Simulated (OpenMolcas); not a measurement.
**Ionisation energies of tantalum**

```json
{
  "Program": "OpenMolcas 26.06",
  "Basis": "ANO-RCC-VDZP [7s6p4d2f1g]",
  "Scalar Hamiltonian": "DKH2, point nucleus",
  "Spin-orbit coupling": "RASSI with atomic mean-field integrals over the reference wave functions, term energies averaged over their components"
}
```

Active shells in each charge state: the valence d, s shells, with orbitals averaged over the low states. Where CASPT2's correlated closed shells are named, they are those of the first ion.

A. CASSCF
B. SS-CASPT2, IPEA 0.25 Eh, imaginary shift 0.1 Eh (closed shells correlated: 5s 5p)
C. SS-CASPT2, IPEA 0 Eh, imaginary shift 0.1 Eh (closed shells correlated: 5s 5p)
D. SS-CASPT2, IPEA 0.25 Eh, imaginary shift 0.1 Eh (closed shells correlated: 4f 5s 5p)

Energies in eV between the lowest computed levels, named as in B; reference values from the NIST Atomic Spectra Database with their kind.

| From | To | A | B | C | D | Spin-orbit share in B | Reference |
| --- | --- | --- | --- | --- | --- | --- | --- |
| Ta 5d³ 6s² ⁴F_3/2 | Ta+ 5d³ 6s ⁵F₁ | 6.121 | 7.123 | 7.210 | 7.230 | +0.064 | 7.550 (measured) |
| Ta+ 5d³ 6s ⁵F₁ | Ta2+ 5d³ ⁴F_3/2 | 14.156 | 14.684 | 14.736 | 14.811 | -0.310 | 16.200 (semi-empirical) |

Error against the reference values, in %:

| From | Reference | A | B | C | D |
| --- | --- | --- | --- | --- | --- |
| Ta | measured | -18.9 | -5.7 | -4.5 | -4.2 |
| Ta+ | semi-empirical | -12.6 | -9.4 | -9.0 | -8.6 |

Absolute error against the one measured value: A 1.43 eV, B 0.43 eV, C 0.34 eV, D 0.32 eV.

The lowest level within the active space need not be the ion's true ground level.
